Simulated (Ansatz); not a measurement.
The cluster Au₄, relaxed as a quintet with UKS PBE-D4/def2-SVP in Ansatz, starting from the PBE-D4/def2-SVP geometry of the neutral singlet. Force threshold 0.02 eV/Å.

In the def2 sets Au takes a core potential; there is no spin–orbit coupling. The gap within one spin of the charge 0 quintet nearly closes, so an electron or hole may be smeared out by delocalisation error. The relaxation made no stability test and no search for a lower SCF solution. At PBE-D4/def2-SVP a singlet of charge 0 lies 2.85 eV below the quintet, each at its own geometry. The structure comes from a short search, and lower isomers may exist.

Start:

```xyz
4

Au    0.350    0.474    1.193
Au    0.550   -2.201    0.713
Au   -0.349   -0.474   -1.193
Au   -0.551    2.201   -0.713
```

```tsv
step	energy (eV)	largest force component (eV/Å)	SCF passes
1	-14777.2691	0.449	20
2	-14777.2997	0.141	27
3	-14777.3015	0.016	23
4	-14777.3016	0.018	22
5	-14777.3023	0.009	22
6	-14777.3024	0.010	24
7	-14777.3231	0.045	28
8	-14777.3591	0.052	27
9	-14777.3862	0.231	29
10	-14777.4178	0.283	29
11	-14777.4739	0.231	32
12	-14777.5501	0.250	32
13	-14777.6463	0.210	77
14	-14777.6957	0.180	39
15	-14777.7016	0.790	36
16	-14777.7465	0.173	32
17	-14777.7484	0.147	25
18	-14777.7513	0.017	25
```

Force components are those of the run's own axes.

End:

Cartesian coordinates in Å:
```
Au 1.309 0.731 0.849
Au -0.689 -1.441 0.652
Au 0.646 -0.462 -1.529
Au -1.266 1.172 0.028
```

Bonds formed: Au2–Au4 (atoms count from 1).

The force fell under the threshold at step 3, but the optimiser went on and released 0.450 eV more. No frequencies were taken in this run, so the end may be a saddle point.

Hardware: 4 threads of Arm Neoverse V1 on a shared host. Wall time 53 s.
